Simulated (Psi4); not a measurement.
F3La, singlet, geometry from GFN2-xTB (such geometries of metal compounds can be far from the true shape) (core potentials on La). Base run: M06-2X/def2-SV(P) (Psi4).

Geometry (Å):
```xyz
4

La     0.0310    -0.0565    -0.1348
F     -1.7086    -0.8942     0.3314
F     -0.0511     1.9014    -0.4592
F      1.5633    -0.6493     0.9816
```
Charge 0, spin multiplicity 1.
All else is at Psi4's defaults (density fitting; Cartesian or spherical functions as each basis is defined).

Each row names what was changed in the base input (with any setting that the change needs).

| change | basis functions | E (Eh) | dipole (D) | core-seconds (rough) |
|---|---|---|---|---|
| base | 67 | -330.85107 | 3.74 | 5 |
| basis = def2-SVP | 74 | -330.88905 | 3.57 | 5 |
| basis = def2-SVPD | ? | ? | 3.65 | 8 |
| basis = def2-TZVP | 133 | -331.26559 | 3.67 | 7 |
| basis = def2-TZVPP | ? | ? | ? | 10 |
| basis = def2-TZVPD | 163 | -331.26934 | 3.65 | 10 |
| basis = def2-QZVP | 243 | -331.31036 | 3.60 | 20 |
| basis = def2-QZVPP | 252 | -331.31220 | 3.60 | 20 |

Problem. Fill in the missing entries.

Solution. 
- basis = def2-SVPD, basis functions: 104
- basis = def2-SVPD, E (Eh): -330.91590
- basis = def2-TZVPP, basis functions: 149
- basis = def2-TZVPP, E (Eh): -331.28027
- basis = def2-TZVPP, dipole (D): 3.63

Totals compare only among sets that treat the same electrons; sets with core potentials leave the core out.
